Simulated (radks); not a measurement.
All-electron atom: Sm+ in [Xe] 4f6 5d0.5 6s0.5 (fractional occupations, a model configuration). Calculated with a radial shooting solver on a logarithmic mesh with Libxc functionals: Dirac Kohn-Sham, PBE, spin-unpolarised, spherical densities, finite nucleus; open shells fill j = l - 1/2 first; Fermi nuclear charge, rms radius 5.0819 fm.

Unscreened Slater integrals over Kohn-Sham orbitals (hartree). Large and small components are both included. Empty in this configuration: 4f7/2.

| integral | value |
|---|---|
| F0(5d3/2,5d3/2) | 0.31667 |
| F2(5d3/2,5d3/2) | 0.15745 |
| F0(5d3/2,4f5/2) | 0.41389 |
| F2(5d3/2,4f5/2) | 0.10074 |
| G1(5d3/2,4f5/2) | 0.060623 |
| G3(5d3/2,4f5/2) | 0.043457 |
| F0(5d3/2,6s1/2) | 0.25489 |
| G2(5d3/2,6s1/2) | 0.086938 |
| F0(5d3/2,5p3/2) | 0.38545 |
| F2(5d3/2,5p3/2) | 0.17191 |
| G1(5d3/2,5p3/2) | 0.19542 |
| G3(5d3/2,5p3/2) | 0.11873 |
| F0(5d3/2,4f7/2) | 0.41290 |
| F2(5d3/2,4f7/2) | 0.10214 |
| G3(5d3/2,4f7/2) | 0.044894 |
| G5(5d3/2,4f7/2) | 0.032762 |
| F0(4f5/2,4f5/2) | 0.94606 |
| F2(4f5/2,4f5/2) | 0.43105 |
| F4(4f5/2,4f5/2) | 0.26707 |
| F0(4f5/2,6s1/2) | 0.29340 |
| G3(4f5/2,6s1/2) | 0.012922 |
| F0(4f5/2,5p3/2) | 0.62695 |
| F2(4f5/2,5p3/2) | 0.22255 |
| G2(4f5/2,5p3/2) | 0.12877 |
| G4(4f5/2,5p3/2) | 0.096144 |
| F0(4f5/2,4f7/2) | 0.93777 |
| F2(4f5/2,4f7/2) | 0.42660 |
| F4(4f5/2,4f7/2) | 0.26420 |
| G2(4f5/2,4f7/2) | 0.42582 |
| G4(4f5/2,4f7/2) | 0.26374 |
| G6(4f5/2,4f7/2) | 0.18881 |
| F0(6s1/2,6s1/2) | 0.22653 |
| F0(6s1/2,5p3/2) | 0.28117 |
| G1(6s1/2,5p3/2) | 0.023251 |
| F0(6s1/2,4f7/2) | 0.29300 |
| G3(6s1/2,4f7/2) | 0.013446 |
| F0(5p3/2,5p3/2) | 0.53181 |
| F2(5p3/2,5p3/2) | 0.28530 |
| F0(5p3/2,4f7/2) | 0.62418 |
| F2(5p3/2,4f7/2) | 0.22361 |
| G2(5p3/2,4f7/2) | 0.13126 |
| G4(5p3/2,4f7/2) | 0.097658 |
| F0(4f7/2,4f7/2) | 0.92962 |
| F2(4f7/2,4f7/2) | 0.42227 |
| F4(4f7/2,4f7/2) | 0.26141 |
| F6(4f7/2,4f7/2) | 0.18711 |
